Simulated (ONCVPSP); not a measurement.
Ranking ONCV potentials for argon

All share these settings but for the change named:

Ar, optimised norm-conserving Vanderbilt (ONCV), made with ONCVPSP 4.0.1 (Wu-Cohen, scalar-relativistic). Core [Ne], reference 3s2 3p5.5 (charge +0.5). Waves: 3s: rc 1.25 bohr, ncon 3, nbas 6, qcut 6 1/bohr, 2 projectors, debl 1 Ha; 3p: rc 1.15 bohr, ncon 3, nbas 8, qcut 6.6 1/bohr, 2 projectors, debl 1.2 Ha; d scattering state at 0.17 Ha: rc 1.25 bohr, ncon 3, nbas 8, qcut 8.7 1/bohr, 2 projectors, debl 1.2 Ha. Local part: polynomial inside 1.10 bohr (lpopt 5, dvloc0 2 Ha). Core correction: Teter function, fcfact 4.25, rcfact 1.7.

In the s channel the program set the typed energies aside and used -1.111, 0.250 Ha.

Test errors are all-electron minus pseudo excitation energies from the reference, over 3s2 3p6; 3s2 3p5; 3s2 3p4; 3s1 3p6. None of these files shows a bound ghost.

The base gives 4.1 meV.

Of 6 variants that were run, those that failed, showed a ghost or another fault, or gave nearly equal values are left out.

A variant can come out equal or close to the base, since the largest error may sit in a test that the change hardly touches while other tests move.

Q: Rank these variants by their largest absolute test error, smallest first.
A. d: qcut 11.9
B. core correction none
C. core correction Teter function, fcfact 7.6, rcfact 1.7

A: A (4.1 meV), C (5.7 meV), B (9.2 meV).
